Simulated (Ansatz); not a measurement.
CH$_{6}$AlFO$_{2}$Si at its PBE0-D4/def2-TZVP geometry, where that method's forces vanish. The species carries charge 0 and has multiplicity 1. The bonds changed during the relaxation, so this is another structure than the one it started from.

```xyz
12

F    -0.1933   -3.0304    0.0237
C     0.4852   -0.3668    0.6778
O    -0.2526   -0.3646   -0.3010
Al   -0.9616   -2.0198   -1.0887
O     0.9510    0.7244    1.1945
Si    0.5602    2.2634    0.5337
H     0.7904   -1.2947    1.1683
H    -0.3057   -2.0022   -2.5349
H    -2.5240   -1.8480   -0.8628
H     1.0569    2.3100   -0.8557
H     1.2955    3.1816    1.4234
H    -0.9019    2.4470    0.6217
```

Q: What forces (eV/Å) does PBE-D4/def2-TZVPP give on these atoms in Ansatz? (An estimate is asked.)

A: The calculation gave: 
```
F1   0.180 -0.301  0.267
C2   0.275 -0.461  0.408
O3  -0.641  0.118 -0.861
Al4 -0.186  0.057 -0.252
O5   0.455  0.355  0.571
Si6 -0.069  0.245 -0.115
H7   0.079 -0.206  0.123
H8   0.045  0.016 -0.099
H9  -0.105  0.026  0.015
H10  0.053  0.019 -0.162
H11  0.081  0.099  0.099
H12 -0.168  0.035  0.005
```
